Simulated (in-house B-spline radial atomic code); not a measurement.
# BP86 excitations of Sb VI (Sb5+)

Method: BP86. Computed with an all-electron radial atomic-structure program (B-spline basis): linear response of the closed shell [Kr] 4d10 with the functional's adiabatic kernel; scalar-relativistic (spin-free one-electron X2C), finite nucleus, no spin-orbit coupling, no double excitations, S, P, D and F terms only; shells from n = 2 respond. Only terms of natural parity with L up to 3 were computed.

Command:
```bash
python run_td.py task.json out
```
Settings (radii: box in bohr, nucleus in fm):
```
Z                        51
electrons                46
configuration            [Kr] 4d10
hamiltonian              x2c
method                   b88,p86
box_radius               16.35
rms_radius               4.6802
intervals                70
```

Time taken, with all properties: 2.2 s on 1 thread of Intel(R) Xeon(R) Platinum 8259CL CPU @ 2.50GHz (Skylake/Cascade Lake), on a shared host.

The lowest states, in the order of their Tamm-Dancoff energies; the method's threshold (minus the highest occupied level) is 89.70 eV. Labels give the largest channel, * marks a mixed state, and oscillator strengths are full-response dipole values. Semilocal kernels can invert the small singlet-triplet splittings of Rydberg terms. Energies in eV:

```
      state  full response  Tamm-Dancoff  oscillator strength
 4d → 5s 3D         28.383        28.404                    -
 4d → 5s 1D              ?             ?                    -
 4d → 5p 3P          40.00         40.03                    -
 4d → 5p 3F          40.17         40.19                    -
 4d → 5p 1F          40.56         40.56                    -
 4d → 5p 1P          41.60         41.67                0.952
 4d → 5d 3S          55.97         56.00                    -
 4d → 5d 3D          56.58         56.58                    -
 4d → 5d 1D          56.93         56.94                    -
 4d → 4f 3P          59.18         59.22                    -
 4d → 4f 3F          59.84         59.86                    -
 4d → 6s 3D          60.27         60.27                    -
 4d → 5d 1S          60.02         60.41                    -
 4d → 6s 1D              ?             ?                    -
 4d → 4f 1F          61.11         61.13                    -
 4d → 6p 3P          64.47         64.48                    -
 4d → 6p 3F          64.49         64.49                    -
 4d → 6p 1F          64.60         64.60                    -
4d → 6p 1P*          64.66         64.74                0.287
4d → 4f 1P*          65.46         65.76                 2.58
 4d → 6d 3S          70.71         70.72                    -
 4d → 6d 3D          70.92         70.92                    -
```

Task: Where does 4d → 6s 1D lie?

Result: At 60.43 eV in full response, 60.44 eV in Tamm-Dancoff.

Task: Where does 4d → 5s 1D lie?

Result: At 29.151 eV in full response, 29.163 eV in Tamm-Dancoff.

Task: How large is the singlet-triplet splitting of 4d → 5s (D terms) in Tamm-Dancoff?

Result: 0.759 eV, from the unrounded values.

Task: What polarisabilities and dispersion coefficient does the method give?

Result: Dipole 1.768 bohr³, quadrupole 3.047 bohr⁵, C6 6.104 hartree·bohr⁶ for two such species.
